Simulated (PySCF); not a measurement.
# Peak assignment

Structure with atom numbers: `[CH3:1][C:2]([CH3:3])([CH3:4])/[C:5](=[CH:6]\[Cl:7])[C:8](=[O:9])[Cl:10]` (H(Xn): hydrogen on atom n).

PySCF calculation with σ from GIAO-PBE0/pcSseg-1 and geometry: GFN2-xTB; relativity neglected, gas phase, single conformer, fast rotation and ring inversion assumed for equivalent nuclei.

Chemical shifts δ = σref − σ; ¹³C (σref 186.93) and ¹H (σref 31.72) against TMS, all at this level.

Q: Assign these signals to the numbered atoms. ¹³C{¹H} NMR (computed): δ 176.3 (C), 159.0 (C), 148.8 (CH), 37.6 (C), 29.0 (CH3).

A: 
176.3 → C8, carbonyl carbon
159.0 → C5, α carbon of a C=C–C=O unit: an sp2 carbon of a C=C bond
148.8 → C6, β carbon of a C=C–C=O unit: conjugation with the carbonyl draws π density from the β position
37.6 → C2, allylic quaternary sp3 carbon: a saturated carbon with 4 carbon neighbours and no heteroatom attached
29.0 → C1/C3/C4, methyl carbon: saturated and bonded to C and H only

Q: Assign these signals to the numbered atoms. ¹H NMR (600 MHz, computed): δ 7.36 (s, 1H), 1.38 (s, 9H).

A: 
```tsv
δ (ppm)	atoms	environment	reason
7.36	H(C6)	hydrogen on a β carbon of a C=C–C=O unit	attached to an sp2 carbon and in the plane of the double bond
1.38	H(C1)/H(C3)/H(C4)	hydrogen on a methyl carbon	–
```

Carbons that carry Cl, above all several Cl atoms, come out too deshielded, partly because spin–orbit coupling is missing. Shifts are as computed. Against solution values, carbons near 30 ppm lie about +3 ppm off and those near 130 ppm about +5 ppm; carbons on Cl a further +6 ppm. Of 1211 compounds with measured shifts, 218 miss one by over three times the rms of a fit or turn the order of signals round; such compounds aren't used in these exercises. Multiplicities follow the n + 1 count of equivalent neighbours, as no J values were calculated; m marks all less simple cases, F and P coupling included.
